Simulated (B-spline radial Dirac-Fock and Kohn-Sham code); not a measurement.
# Diagram lines of Hf³⁺

System: the Hf³⁺ ion in the configuration [Xe] 4f14 5d1, inside a Watson sphere of charge -3 and radius 2.7 Å (a model of the Madelung potential; inside it an electron's potential energy is raised by 16.0 eV).

Model: relaxed Dirac-Fock hole states (ΔSCF) with Breit and QED corrections and a finite nucleus. Program: a radial B-spline solver. A line energy is the difference of two single-hole energies; the list is a selection of electric-dipole transitions between resolved j subshells. Electron correlation is not included.

| line | energy (eV) | wavelength (Å) |
| --- | --- | --- |
| Kβ2' | 64954.0 | 0.19088 |
| Kβ2'' | 64895.7 | 0.19105 |
| Kβ1 | 63227.8 | 0.19609 |
| Kβ3 | 62971.9 | 0.19689 |
| Kα1 | 55779.9 | 0.22227 |
| Kα2 | 54601.5 | 0.22707 |
| Lγ4 | 11247.9 | 1.1023 |
| Lγ3 | 10892.0 | 1.1383 |
| Lγ2 | 10833.6 | 1.1444 |
| Lγ1 | 10513.1 | 1.1793 |
| Lγ5 | 10196.6 | 1.2159 |
| Lβ7 | 9491.5 | 1.3063 |
| Lβ2 | 9345.3 | 1.3267 |
| Lβ15 | 9334.7 | 1.3282 |
| Lβ3 | 9165.7 | 1.3527 |
| Lβ1 | 9022.4 | 1.3742 |
| Lβ6 | 9018.2 | 1.3748 |
| Lβ4 | 8909.8 | 1.3915 |
| Lη | 8133.4 | 1.5244 |
| Lα1 | 7898.6 | 1.5697 |

Values without a named source are computed, but for edge energies of neutral atoms, which are taken from tables.
